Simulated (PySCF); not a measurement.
**Radial density of Sn²⁺ (tin, charge +2)**

r2SCAN, [Kr] 4d10 5s2, closed-shell 1S. Calculation: PySCF 2.14, in cc-pVDZ-PP with ECP28MDF; a scalar-relativistic core potential. This is the valence pseudo-density: the core potential removes the inner electrons and smooths the orbitals near the nucleus.

| r (bohr) | 4πr²ρ (e/bohr) |
| --- | --- |
| 0.00821 | 2.326e-05 |
| 0.0138 | 6.212e-05 |
| 0.0232 | 0.0001505 |
| 0.0391 | 0.0002964 |
| 0.0657 | 0.0005914 |
| 0.111 | 0.003951 |
| 0.186 | 0.05224 |
| 0.313 | 0.9319 |
| 0.526 | 11.34 |
| 0.885 | 21.92 |
| 1.49 | 6.431 |
| 2.50 | 1.210 |
| 4.21 | 0.05827 |
| 7.08 | 0.0002075 |

Energies and moments cover only the electrons outside the core potential.
